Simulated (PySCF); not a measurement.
Computed shifts of a molecule C3H8O2Si, PBE/pcSseg-1 (PySCF), GIAO, gas phase, atoms alike by connectivity averaged where their shifts nearly agree, in ppm (number of nuclei): ¹³C: 149.6 (1), 112.8 (1), 17.9 (1). ²⁹Si: -26.7 (1). ¹H: 6.78 (1), 5.55 (1), 5.20 (2), 2.13 (1), 2.00 (3). References: ¹³C against TMS (σ = 182.0 ppm); ¹⁷O against H2O (σ = 334.3 ppm); ²⁹Si against TMS (σ = 335.4 ppm); ¹H against TMS (σ = 31.49 ppm), references at their B3LYP-D3(BJ)/def2-TZVP geometries, non-relativistic. Geometry optimised at B3LYP-D3(BJ)/def2-SVP. Other conformers were not sampled.

Task: Which structure fits?
(A) O[C@H]1C[C@@]1(O)[SiH3]
(B) C/C=C/O[SiH2]O
(C) CO[C@@H]([SiH3])C=O
(D) C1CO[SiH2]CO1

Result: B, C/C=C/O[SiH2]O
